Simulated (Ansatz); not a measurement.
Geometry optimisation, RHF/def2-SVP (Ansatz 0.2.0).

Input:

```yaml
crystal:
  periodic: [false, false, false]
  atoms:
    - { symbol: "N", position_ang: [0.2492, 1.471, 1.9259] }
    - { symbol: Si, position_ang: [0.163, -0.2454, 1.5842] }
    - { symbol: C, position_ang: [0.942, -0.5925, -0.0774] }
    - { symbol: Si, position_ang: [0.1131, 0.2681, -1.4431] }
    - { symbol: As, position_ang: [-2.082, -0.667, -1.6623] }
    - { symbol: H, position_ang: [-0.1991, 1.6664, 2.868] }
    - { symbol: H, position_ang: [1.2331, 1.7954, 1.9697] }
    - { symbol: H, position_ang: [-1.1878, -0.6955, 1.5596] }
    - { symbol: H, position_ang: [0.9058, -0.9334, 2.6856] }
    - { symbol: H, position_ang: [2.0211, -0.2185, -0.0213] }
    - { symbol: H, position_ang: [0.9701, -1.6878, -0.2248] }
    - { symbol: H, position_ang: [0.7846, 0.0741, -2.6863] }
    - { symbol: H, position_ang: [-0.1156, 1.7228, -1.1708] }
    - { symbol: H, position_ang: [-1.5352, -1.9739, -2.2246] }
    - { symbol: H, position_ang: [-2.284, -0.0346, -3.0531] }
basis:
  gaussian: { orbitals: def2-SVP }
hamiltonian:
  xc: hf
relax:
  f_tol: 0.02
  max_steps: 50
```

Run as:

```bash
$ ansatz run input.yaml --threads 2 --pin off --max-ram 3072MiB --backend cpu --events-out ev --progress --plain --runs-dir out
```

Question: Where does it end, and by what steps?

Answer: The run converged. After 16 steps the energy has fallen by 0.488 eV; H6 moved furthest, 0.56 Å.

```tsv
step	energy less start (eV)	largest force component (eV/Å)	accepted
0	0.0000	2.192	yes
1	-0.3560	0.894	yes
2	-0.4298	0.520	yes
3	-0.4510	0.582	yes
4	-0.4662	0.229	yes
5	-0.4755	0.107	yes
6	-0.4776	0.055	yes
7	-0.4786	0.338	yes
8	-0.4698	0.615	no
9	-0.4833	0.168	yes
10	-0.4852	0.079	yes
11	-0.4866	0.115	yes
12	-0.4852	0.124	no
13	-0.4876	0.045	yes
14	-0.4877	0.035	yes
15	-0.4879	0.031	yes
16	-0.4883	0.008	yes
```

```xyz
15
Properties=species:S:1:pos:R:3
N 0.025 1.335 1.950
Si 0.331 -0.345 1.689
C 1.044 -0.612 -0.038
Si 0.204 0.229 -1.507
As -2.128 -0.300 -1.591
H -0.684 1.632 2.592
H 0.745 2.025 1.865
H -0.967 -1.044 1.841
H 1.278 -0.954 2.662
H 2.091 -0.282 -0.034
H 1.077 -1.691 -0.225
H 0.871 -0.190 -2.765
H 0.314 1.703 -1.410
H -1.915 -1.743 -1.989
H -2.308 0.187 -3.010
```

Time of the run: 45 s on 2 threads of AMD EPYC 9R14 (Zen 4) (shared host), peak memory 0.46 GiB.
